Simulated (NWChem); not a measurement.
System: CH3Be cation; SMILES [Be+][CH3]

Excerpt of the output:

```
             Northwest Computational Chemistry Package (NWChem) 7.3.0
             --------------------------------------------------------

 C3V symmetry detected

                             Geometry "geometry" -> ""
                             -------------------------

 Output coordinates in angstroms (scale by  1.889725989 to convert to a.u.)

  No.       Tag          Charge          X              Y              Z
 ---- ---------------- ---------- -------------- -------------- --------------
    1 Be                   4.0000    -0.00000000    -0.00000000    -1.23046269
    2 C                    6.0000    -0.00000000    -0.00000000     0.42058831
    3 H                    1.0000     0.73418773     0.73418773     0.79944031
    4 H                    1.0000     0.26873136    -1.00291910     0.79944031
    5 H                    1.0000    -1.00291910     0.26873136     0.79944031

 Effective nuclear repulsion energy (a.u.)      19.9781566878

      Symmetry information
      --------------------

 Group name             C3v
 Group number             17
 Group order               6
 No. of unique centers     3

                                Z-matrix (autoz)
                                --------

 Units are Angstrom for bonds and degrees for angles

      Type          Name      I     J     K     L     M      Value
      ----------- --------  ----- ----- ----- ----- ----- ----------
    1 Stretch                  1     2                       1.65105
    2 Stretch                  2     3                       1.10526
    3 Stretch                  2     4                       1.10526
    4 Stretch                  2     5                       1.10526
    5 Bend                     1     2     3               110.04590
    6 Bend                     1     2     4               110.04590
    7 Bend                     1     2     5               110.04590
    8 Bend                     3     2     4               108.89047
    9 Bend                     3     2     5               108.89047
   10 Bend                     4     2     5               108.89047

                           NWChem Geometry Optimization
                           ----------------------------

[...]

      ----------------------
      Optimization converged
      ----------------------

  Step       Energy      Delta E   Gmax     Grms     Xrms     Xmax
  ---- ---------------- -------- -------- -------- -------- --------
@    2     -54.20675376 -8.9D-07  0.00015  0.00007  0.00046  0.00130
                                     ok       ok       ok       ok

                                Z-matrix (autoz)
                                --------

 Units are Angstrom for bonds and degrees for angles

      Type          Name      I     J     K     L     M      Value     Gradient
      ----------- --------  ----- ----- ----- ----- ----- ---------- ----------
    1 Stretch                  1     2                       1.64709    0.00015
    2 Stretch                  2     3                       1.10401   -0.00008
    3 Stretch                  2     4                       1.10401   -0.00008
    4 Stretch                  2     5                       1.10401   -0.00008
    5 Bend                     1     2     3               109.99306   -0.00002
    6 Bend                     1     2     4               109.99306   -0.00002
    7 Bend                     1     2     5               109.99306   -0.00002
    8 Bend                     3     2     4               108.94438    0.00002
    9 Bend                     3     2     5               108.94438    0.00002
   10 Bend                     4     2     5               108.94438    0.00002

                         Geometry "geometry" -> "geometry"
                         ---------------------------------

 Output coordinates in angstroms (scale by  1.889725989 to convert to a.u.)

[...]

 Rotational Constants
 --------------------
 A=   5.180060 cm-1  (  7.452785 K)
 B=   0.901703 cm-1  (  1.297321 K)
 C=   0.901703 cm-1  (  1.297321 K)

 Temperature                      =   298.15K
 frequency scaling parameter      =   1.0000

 Zero-Point correction to Energy  =   22.211 kcal/mol  (  0.035396 au)
 Thermal correction to Energy     =   24.192 kcal/mol  (  0.038552 au)
 Thermal correction to Enthalpy   =   24.784 kcal/mol  (  0.039496 au)

 Total Entropy                    =   52.722 cal/mol-K
   - Translational                =   35.453 cal/mol-K (mol. weight =  24.0357)
   - Rotational                   =   16.398 cal/mol-K (symmetry #  =        3)
   - Vibrational                  =    0.871 cal/mol-K

 Cv (constant volume heat capacity) =    8.607 cal/mol-K
   - Translational                  =    2.979 cal/mol-K
   - Rotational                     =    2.979 cal/mol-K
   - Vibrational                    =    2.648 cal/mol-K

[normal modes left out]

 ----------------------------------------------------------------------------
 Normal Eigenvalue ||           Projected Infra Red Intensities
  Mode   [cm**-1]  || [atomic units] [(debye/angs)**2] [(KM/mol)] [arbitrary]
 ------ ---------- || -------------- ----------------- ---------- -----------
    1       -0.000 ||    0.000180           0.004         0.175       0.034
    2       -0.000 ||    0.000001           0.000         0.001       0.000
    3       -0.000 ||    0.118356           2.731       115.379      22.282
    4       -0.000 ||    0.114862           2.650       111.973      21.625
    5        0.000 ||    0.044209           1.020        43.098       8.323
    6        0.000 ||    0.003563           0.082         3.473       0.671
    7      682.870 ||    0.176944           4.082       172.494      33.313
    8      682.870 ||    0.176944           4.082       172.494      33.313
    9      905.732 ||    0.037195           0.858        36.259       7.003
   10     1198.758 ||    0.001252           0.029         1.220       0.236
   11     1380.320 ||    0.003675           0.085         3.582       0.692
   12     1380.320 ||    0.003675           0.085         3.582       0.692
   13     3033.140 ||    0.033168           0.765        32.334       6.244
   14     3140.173 ||    0.041359           0.954        40.319       7.787
   15     3140.173 ||    0.041359           0.954        40.319       7.787
 ----------------------------------------------------------------------------
```

Level: CAM-B3LYP/def2-SVP. 

**Question.** Which NWChem input produces such a log?

**Answer.** One answer among several that fit: the input that was run:
```
start job
memory heap 200 mb stack 900 mb global 1100 mb
charge 1
geometry units angstroms
  Be     0.000000     0.000000    -1.192022
  C      0.000000     0.000000     0.459029
  H      0.734188     0.734188     0.837881
  H      0.268731    -1.002919     0.837881
  H     -1.002919     0.268731     0.837881
end
basis spherical
  * library def2-svp
end
dft
  xc xcamb88 1.00 lyp 0.81 vwn_5 0.19 hfexch 1.00
  cam 0.33 cam_alpha 0.19 cam_beta 0.46
  iterations 150
end
driver
  maxiter 120
end
task dft optimize
task dft freq
```
